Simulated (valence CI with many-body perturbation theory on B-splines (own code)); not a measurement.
# Mg VII: key properties

Level of theory: configuration interaction combined with many-body perturbation theory (CI+MBPT): four valence electrons over a frozen Dirac-Fock core [He], radial functions for each j: 9 s, 9 p, 8 d, 6 f, 3 g, 1 h, with the one-electron correlation potential Σ1 (screened to all orders), the two-electron term Σ2, the three-electron term Σ3, Breit, model QED; selected single and double excitations, second order for the rest, scaled by the run's own slope (own B-spline code, finite nucleus).

Against 26 measured levels this calculation errs by 193 cm⁻¹ on average and by 494 at most. These come from a selection out of NIST levels in Kelleher and Podobedova, J. Phys. Chem. Ref. Data 37, 267 (2008). Levels without a partner in it may be off by more.

Rates and lifetimes use the calculated energies. Strong lines usually hold to 10 to 20 %, long lifetimes can be off by a factor of two.

Question: What is the ground level?

Answer: 2s²2p² ³P_0, composition 98 % 2s²2p² ³P.

Question: Where does the other parity begin?

Answer: At 2s2p³ ⁵S°_2, 117810 cm⁻¹.

Question: Name the longest-lived excited levels whose lifetime is computed, and their main decay.

Answer: 2s²2p² ³P_1 at 1112 cm⁻¹ lives 40.3 s, mostly by M1 to 2s²2p² ³P_0; 2s²2p² ³P_2 at 2927 cm⁻¹ lives 12.4 s, mostly by M1 to 2s²2p² ³P_1; 2s²2p² ¹D_2 at 41129 cm⁻¹ lives 223 ms, mostly by M1 to 2s²2p² ³P_2.

Question: How is the term ³P of the ground level split?

Answer: J = 0 at 0, J = 1 at 1112, J = 2 at 2927 cm⁻¹.

Question: What is the ionisation energy?

Answer: 225.03 eV; NIST lists 225.02 ± 0.06 eV (semi-empirical).
